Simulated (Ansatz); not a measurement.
Diatomic ZrS, multiplicity 3 (an upper state: multiplicity 1 came lower at CCSD(T)/def2-TZVPP on PBE0 minima). No spin–orbit coupling.

Seven points along R, fitted to fifth degree in 1/R; most abundant isotopes. In def2 and cc sets the state is the lowest found near the PBE0 minimum, followed along R.

Correlated levels freeze the inner cores; with def2 sets outer-core shells near the valence are correlated too.

Codes used: Ansatz (a first-principles code). Each number belongs to the level named beside it. In def2 rows elements past Kr take small-core potentials, without spin–orbit coupling.

Energies at CCSD/def2-TZVPP:

```csv
R (Å),E (hartree)
2.028987,-444.52752689
2.083529,-444.53683892
2.133709,-444.54164608
2.190433,-444.54350516
2.247157,-444.54226962
2.312609,-444.53779611
2.388968,-444.52944256
```

Problem. With a reduced mass of 23.5848 u, find the minimum, the force constant and the constants.

Solution. A fifth-degree polynomial in 1/R puts the minimum at r_e = 2.1941 Å with force constant 412 N/m. Then ω_e = (1/2πc)√(k/μ) = 545 cm⁻¹ and B_e = h/(8π²cμr_e²) = 0.1485 cm⁻¹; the cubic and quartic terms give α_e = 0.00044 and ω_e x_e = 1.2 cm⁻¹.
